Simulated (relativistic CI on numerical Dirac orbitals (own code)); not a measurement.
Method of calculation: Dirac-Coulomb-Breit CI, KLI orbitals optimised for each configuration, a model potential for QED, unscaled Slater integrals (own radial code, finite nucleus).

The strongest absorption lines from the ground level of an ion, among the configurations computed and to levels below about 4570 eV (vacuum wavelength in nm, gf): 0.35858 (0.65), 0.40126 (0.00078), 0.40383 (1.8), 0.40903 (0.069), 0.46460 (0.33), 1.7219 (0.72), 3.0851 (0.5), 4.7312 (0.0091).

**Question.** Which ion is it?
A. Ir59+
B. Pb64+
C. Ir57+
D. Fr69+

**Answer.** A. Ir59+ has 18 electrons and the ground level 3s²3p⁶ ¹S0; the strongest line goes to 3s²3p⁵4d ¹P°1. The pattern of lines fixes the number of electrons, and along that sequence the line energies rise steadily with the charge (about as its square where n changes within one kind of shell, about linearly where n is kept but much faster in heavy ions where fine structure, which grows about as Z⁴, sets the gap, and irregularly where shells cross), which fixes Z. Configurations outside the model, such as inner-shell arrays, can give stronger lines. At this charge energies of transitions that change n are usually good to better than 1 %, and those within a shell (Δn = 0) to a few per cent.

LS names give the leading component of a level, which can be under half, so a name can repeat, a term be missing and a line seem to break the LS rules.
